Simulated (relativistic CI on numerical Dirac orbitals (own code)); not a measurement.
Zeeman pattern of K I 7664.90 Å at 0.5 T

Problem. The line 4s 2S_1/2 – 4p 2P°_3/2 of K I lies at 7664.90 Å (air; NIST Handbook). Calculate its Zeeman pattern at B = 0.5 T, seen across the field, in LS coupling, and compare it with the Doppler width at an assumed gas temperature of 400 K.

Working.
1. Landé factors g = 3/2 + [S(S + 1) − L(L + 1)]/[2J(J + 1)]: lower 2.0000, upper 1.3333.
2. The unit is μB B/hc = 0.46686 × 0.5 = 0.2334 cm⁻¹, or 137.2 mÅ at this wavelength. A component is shifted by g_u m_u − g_l m_l units. Seen across the field, the strengths for lower J and m are (J + 1)² − m² (π) and ¼(J + m + 1)(J + m + 2) (σ).
3. π components (Δm = 0), symmetric about zero, as shift (strength, strongest of all = 100): ±0.333 (100).
4. σ components with Δm = +1, mirrored for −1: 1.000 (75), 1.667 (25).
5. The centre of the σ group lies at ḡ = 1.167 units, 160.0 mÅ from the line centre.
6. The Doppler width is 7.16 × 10⁻⁷ λ √(T/M) = 17.6 mÅ (FWHM, M = 39), so the sum of Gaussians shows separate peaks away from the centre.

Check. A relativistic CI calculation gives g = 2.0023 and 1.3341 for the two levels. The nearest fine-structure partner lies 58 cm⁻¹ away, 247 Zeeman units, so the weak-field formulas hold; hyperfine structure, which matters at weak fields for isotopes with nuclear spin, is neglected.
